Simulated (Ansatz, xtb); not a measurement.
**Two isomers of C6H7F2O+**

We compare I, `FC(F)O[C+]1C=CCC1`, a singlet, with II, `FC(F)O[C@@H]1C=C[CH+]C1`, a singlet. Both are isolated ions in the gas phase, relaxed with B3LYP/def2-SVP; the shapes shown needn't be the lowest conformers.

I (Å):

```xyz
16

C    -1.4680   -1.2362    1.3636
C    -0.1572    0.1114   -0.1417
C     0.1808    0.5268   -1.4543
C     1.1754    1.4636   -1.3510
C     1.5687    1.7351    0.0559
C     0.6641    0.8143    0.8902
F    -1.8989   -0.1947    2.0622
F    -0.4049   -1.7627    1.9562
O    -1.0820   -0.7787    0.0491
H    -2.2598   -1.9795    1.1969
H    -0.2884    0.1474   -2.3623
H     1.6384    1.9651   -2.2064
H     2.6465    1.5379    0.2036
H     1.4391    2.8067    0.2956
H     1.2182    0.0808    1.5010
H     0.0100    1.3533    1.5972
```

II (Å):

```yaml
atoms:
  - { symbol: C, position_ang: [0.3012, 0.0948, 2.6939] }
  - { symbol: C, position_ang: [0.2092, 0.0558, 0.3377] }
  - { symbol: C, position_ang: [0.9515, -0.5293, -0.8067] }
  - { symbol: C, position_ang: [0.6838, 0.1490, -1.9873] }
  - { symbol: C, position_ang: [-0.1164, 1.2531, -1.6780] }
  - { symbol: C, position_ang: [-0.3310, 1.3991, -0.2319] }
  - { symbol: F, position_ang: [-0.4854, -0.9930, 2.7643] }
  - { symbol: F, position_ang: [-0.5057, 1.1745, 2.7574] }
  - { symbol: O, position_ang: [0.9941, 0.1036, 1.4952] }
  - { symbol: H, position_ang: [1.0368, 0.1049, 3.5105] }
  - { symbol: H, position_ang: [-0.6692, -0.6166, 0.4879] }
  - { symbol: H, position_ang: [1.6063, -1.4004, -0.6964] }
  - { symbol: H, position_ang: [1.0273, -0.1321, -2.9841] }
  - { symbol: H, position_ang: [-0.5595, 1.9203, -2.4265] }
  - { symbol: H, position_ang: [-1.3635, 1.6800, 0.0360] }
  - { symbol: H, position_ang: [0.3082, 2.2185, 0.1578] }
```

Quicker runs give these differences E(II) − E(I): GFN2-xTB +1.071 eV; HF/STO-3G +1.506 eV (at GFN2-xTB geometries); r2SCAN-D4/def2-SVP +1.107 eV (at GFN2-xTB geometries).

Q: Estimate E(II) − E(I) at the level CCSD(T)/def2-SVP + ΔMP2/def2-TZVPP.

A: Calculated at CCSD(T)/def2-SVP + ΔMP2/def2-TZVPP: E(II) − E(I) = +1.033 eV, so structure I lies lower.

How the difference moves with the method:

```json
{"level": "GFN2-xTB", "geometry": "GFN2-xTB", "E(II) − E(I) (eV)": "+1.071", "departure from the last row (eV)": "+0.038", "job, with rough time for the two": "optimisation, 0.64 s"}
{"level": "HF/STO-3G", "geometry": "GFN2-xTB", "E(II) − E(I) (eV)": "+1.506", "departure from the last row (eV)": "+0.473", "job, with rough time for the two": "single point, 0.49 s"}
{"level": "r2SCAN-D4/def2-SVP", "geometry": "GFN2-xTB", "E(II) − E(I) (eV)": "+1.107", "departure from the last row (eV)": "+0.075", "job, with rough time for the two": "single point, 4.6 s"}
{"level": "B3LYP/def2-SVP", "geometry": "B3LYP/def2-SVP", "E(II) − E(I) (eV)": "+1.080", "departure from the last row (eV)": "+0.047", "job, with rough time for the two": "optimisation, 46 s"}
{"level": "HF/def2-SVP", "geometry": "B3LYP/def2-SVP", "E(II) − E(I) (eV)": "+0.939", "departure from the last row (eV)": "−0.093", "job, with rough time for the two": "part of the CCSD(T) run"}
{"level": "MP2/def2-SVP", "geometry": "B3LYP/def2-SVP", "E(II) − E(I) (eV)": "+1.113", "departure from the last row (eV)": "+0.080", "job, with rough time for the two": "part of the CCSD(T) run"}
{"level": "CCSD(T)/def2-SVP", "geometry": "B3LYP/def2-SVP", "E(II) − E(I) (eV)": "+1.078", "departure from the last row (eV)": "+0.045", "job, with rough time for the two": "single point"}
{"level": "CCSD(T)/def2-SVP + ΔMP2/def2-TZVPP", "geometry": "B3LYP/def2-SVP", "E(II) − E(I) (eV)": "+1.033", "departure from the last row (eV)": "", "job, with rough time for the two": "single point, 2.5 min"}
```

As drawn, both hold the same kinds of bond in the same numbers.

None of the levels shown reverses the order. The largest departure from CCSD(T)/def2-SVP + ΔMP2/def2-TZVPP is that of HF/STO-3G, 0.473 eV. The last row adds to CCSD(T) the change of the MP2 difference between the two basis sets, here −0.045 eV.

With thermal terms from frequencies at re-optimised GFN2-xTB minima (ideal gas, soft modes damped towards free rotors, one conformer each, 298.15 K, 1 atm): the zero-point term adds −0.050 eV; ΔH is +0.984 and ΔG +0.981 eV.

The correlated steps freeze 9 core orbitals. Mirror images aren't counted in ΔG. Programs: Ansatz 0.2.0, xtb 6.7.1; the last row on 4 threads of Arm Neoverse V2 on a shared host.
